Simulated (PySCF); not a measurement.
C4H6Si, SMILES C1C=C[SiH2]C=1.

Geometry optimised at TPSSh-D3(BJ)/def2-SVP.

All values below come from r2SCAN/def2-TZVP in PySCF.

Symmetry labels are those of the subgroup C2v that the program uses (full group C2v).

Computed valence orbital energies around the gap with their symmetry:
| orbital | symmetry | energy (eV) |
|---|---|---|
| HOMO−7 | A1 | -12.32 |
| HOMO−6 | B2 | -10.31 |
| HOMO−5 | A1 | -9.62 |
| HOMO−4 | B1 | -9.31 |
| HOMO−3 | B1 | -7.99 |
| HOMO−2 | A1 | -7.95 |
| HOMO−1 | B2 | -7.83 |
| HOMO | A2 | -5.95 |
| LUMO | B1 | -2.39 |
| LUMO+1 | B2 | 0.45 |
| LUMO+2 | A2 | 0.67 |
| LUMO+3 | A1 | 1.14 |
